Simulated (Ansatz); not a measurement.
The cluster Cd₂O₂⁻. Total charge -1; quartet. Geometry PBE0-D4/def2-TZVPD; atoms count from 1.

Cartesian coordinates in Å:
```
Cd 1.5813 -1.2100 -1.5347
Cd -0.5582 0.6478 -0.1574
O 0.7958 -0.9658 0.3581
O -1.8190 1.5279 1.3340
```

In the def2 sets Cd takes a core potential; there is no spin–orbit coupling. At PBE0-D4/def2-TZVPD a doublet of charge -1 lies 1.30 eV below the quartet, each at its own geometry. The structure comes from a short search, and lower isomers may exist.

**Question.** Estimate the Mulliken populations from the PBE0/def2-TZVPD orbitals of Ansatz.

**Answer.** 
```json
{"atom": "Cd1", "charge (e)": "0.10", "spin (α − β)": "0.64", "d electrons": "9.97"}
{"atom": "Cd2", "charge (e)": "0.24", "spin (α − β)": "0.77", "d electrons": "9.98"}
{"atom": "O3", "charge (e)": "-0.79", "spin (α − β)": "0.55", "d electrons": "–"}
{"atom": "O4", "charge (e)": "-0.55", "spin (α − β)": "1.04", "d electrons": "–"}
```
Mulliken values depend strongly on the basis. With diffuse functions, as here, like atoms can get unlike values, and bond orders can come out too low or too high.

**Question.** Where does the spin sit?

**Answer.** Summed by element: Cd 1.41, O 1.59, of 3 unpaired in all. Largest on single atoms: O4 1.04, Cd2 0.77, Cd1 0.64.

**Question.** And the Mayer bond orders between heavy atoms (over 0.3)?

**Answer.** Cd1–Cd2 0.46 (3.15 Å); Cd1–O3 0.68 (2.06 Å); Cd2–O4 0.33 (2.14 Å).
